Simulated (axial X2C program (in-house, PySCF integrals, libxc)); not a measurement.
## Excited states of LiZn⁺ by EOM-EE-CCSD

Calculated with an axial X2C code built on PySCF integrals: two-component X2C with atomic mean-field Coulomb and Gaunt terms, Gaussian nuclei, basis Zn dyall-acv3z, Li dyall-acv3z with contracted cores.

R = 2.673 Å (near the PBE0 minimum at charge 1 of the determinant lowest at the starting distance; the state shown can have its own minimum elsewhere).

Hartree–Fock spinors of LiZn⁺ (one of each Kramers pair; a window near the gap, which can cut inner shells):

| ω | occupied | ε (eV) | character |
| --- | --- | --- | --- |
| 3/2 | yes | -26.46 | 100% Zn d |
| 1/2 | yes | -26.46 | 100% Zn d |
| 5/2 | yes | -26.05 | 100% Zn d |
| 3/2 | yes | -26.05 | 100% Zn d |
| 1/2 | yes | -26.04 | 100% Zn d |
| 1/2 | yes | -13.67 | 62% Zn s, 17% Li p, 13% Li s |
| 1/2 | no | -4.34 | 43% Li s, 36% Zn p, 13% Li p |
| 1/2 | no | -3.45 | 52% Li p, 44% Zn p, 2% Li d |
| 3/2 | no | -3.44 | 53% Li p, 44% Zn p, 2% Li d |
| 1/2 | no | -3.02 | 36% Zn p, 32% Li p, 16% Li s |
| 1/2 | no | -1.87 | 38% Li p, 34% Zn p, 18% Li d |
| 1/2 | no | -1.86 | 33% Li s, 30% Li p, 24% Zn s |

Vertical excitation energies from the closed-shell determinant state of LiZn⁺:

```
 Ω  excitation (eV)   cm⁻¹         hole of the leading pair     particle of the leading pair  weight of the pair (for Ω = 0 its time-reversed partner can hold as much again)  singles weight
0⁻            3.495  28190  62% Zn sσ, 17% Li pσ, 13% Li sσ  66% Zn pσ, 15% Li sσ, 10% Zn sσ                                                                             0.49            0.99
 1            3.496  28193  62% Zn sσ, 17% Li pσ, 13% Li sσ  66% Zn pσ, 15% Li sσ, 10% Zn sσ                                                                             0.99            0.99
0⁺            4.373  35271  62% Zn sσ, 17% Li pσ, 13% Li sσ   73% Zn pπ, 18% Li pπ, 8% Li dπ                                                                             0.49            0.98
0⁻            4.375  35283  62% Zn sσ, 17% Li pσ, 13% Li sσ   73% Zn pπ, 18% Li pπ, 8% Li dπ                                                                             0.49            0.98
 1            4.397  35463  62% Zn sσ, 17% Li pσ, 13% Li sσ   73% Zn pπ, 18% Li pπ, 8% Li dπ                                                                             0.50            0.98
 2            4.419  35645  62% Zn sσ, 17% Li pσ, 13% Li sσ   72% Zn pπ, 18% Li pπ, 8% Li dπ                                                                             0.98            0.98
0⁺            5.519  44517  62% Zn sσ, 17% Li pσ, 13% Li sσ   56% Zn pσ, 30% Li sσ, 8% Zn sσ                                                                             0.47            0.94
 1            6.264  50524  62% Zn sσ, 17% Li pσ, 13% Li sσ             55% Zn pπ, 39% Li pπ                                                                             0.48            0.95
0⁻            6.738  54349  62% Zn sσ, 17% Li pσ, 13% Li sσ  45% Li sσ, 28% Li pσ, 12% Zn sσ                                                                             0.49            0.98
 1            6.738  54349  62% Zn sσ, 17% Li pσ, 13% Li sσ  45% Li sσ, 28% Li pσ, 12% Zn sσ                                                                             0.98            0.98
```

This point took 58 s on 1 thread of Arm Neoverse N1 (shared host).

Reference electrons by ω block (each with its −ω partner): 1/2: 11, 3/2: 4, 5/2: 1. 12 electrons of LiZn⁺ correlated (inner shells frozen), 88 natural virtual spinors (a truncated set); levels can be off by some tenths of an eV. Roots sought by Ω: (0: 5, 1: 4, 2: 3, 3: 1); the list ends where they run out and leaves out roots under 60 % singles weight. The solver can skip a root, and states that need a further excitation, which the method places far too high, are missing though they may lie low or lowest. T1 of the reference 0.022 (Lee–Taylor). Some roots did not converge and are left out. Number of frozen shells: Zn 3 s, 2 p; Li 1 s.
